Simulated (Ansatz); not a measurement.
Relative stability

The two ends of one reaction step of AlH5O3, singlet (PBE0-D4/def2-TZVP).

A:

```
atom    x (Å)    y (Å)    z (Å)
 Al1   0.3144  -0.3208  -0.2129
  O2   1.0765   0.4575  -1.5027
  O3   1.2436  -0.5295   1.1843
  O4  -1.2305  -0.9776  -0.4592
  H5  -0.3185   1.7918   0.7298
  H6  -0.9868   1.5501   0.4825
  H7   0.6515   0.5443  -2.3537
  H8   0.9482  -0.9901   1.9656
  H9  -1.6984  -1.5258   0.1661
```

B:

| atom | x (Å) | y (Å) | z (Å) |
| --- | --- | --- | --- |
| Al1 | -0.2250 | 0.1354 | 0.5780 |
| O2 | 0.7037 | 0.8005 | -1.0548 |
| O3 | 0.9268 | -0.4994 | 1.6649 |
| O4 | -1.0475 | -0.9186 | -0.5307 |
| H5 | 0.5644 | 1.7337 | -1.2477 |
| H6 | -0.9385 | 1.4599 | 1.0782 |
| H7 | 0.2024 | 0.2757 | -1.7022 |
| H8 | 1.3962 | -1.3158 | 1.5081 |
| H9 | -1.5825 | -1.6714 | -0.2941 |

Ansatz 0.2.0; basis: def2-TZVPP; cores frozen in the correlated methods. B3LYP uses VWN-RPA correlation.

**Question.** Which structure is lower at CCSD(T), and by how much? (To be estimated.)

**Answer.** Computed: A, by 6.56 kcal/mol (electronic energy, against the other). By their contacts, A is a complex of AlH₃O₃ ([OH][Al]([OH])[OH]) + H₂ and B is AlH₅O₃ ([OH][AlH]([OH])[OH2]).

All methods give the same order:

| method | E(B) − E(A) (kcal/mol) |
| --- | --- |
| SPW92 | 2.04 |
| PBE-D4 | 6.47 |
| BLYP-D4 | 8.99 |
| r2SCAN-D4 | 7.16 |
| B97M-V | 3.58 |
| PBE0-D4 | 5.28 |
| B3LYP-D4 | 7.62 |
| r2SCAN0-D4 | 6.06 |
| BHLYP-D4 | 6.16 |
| CAM-B3LYP-D4 | 6.22 |
| wB97X-V | 5.94 |
| wB97M-V | 6.12 |
| B2PLYP | 7.60 |
| PBE-QIDH | 5.58 |
| RPA on PBE | 6.55 |
| HF | 5.92 |
| MP2 | 8.07 |
| CCSD | 6.36 |
| CCSD(T) | 6.56 |

T1 diagnostic: at most 0.012.

Labels in which every atom is bracketed show which atoms are joined, not bond orders.

For scale, one of the runs: CCSD(T)/def2-TZVPP, 205 basis functions, launched by `ansatz run in.yaml --threads 4 --pin off --events-out ev --progress --plain --max-ram 9574MiB`. Hardware: 4 CPU threads of an Arm Neoverse V1, shared host. Wall time 54 s; peak host memory 2.7 GiB.
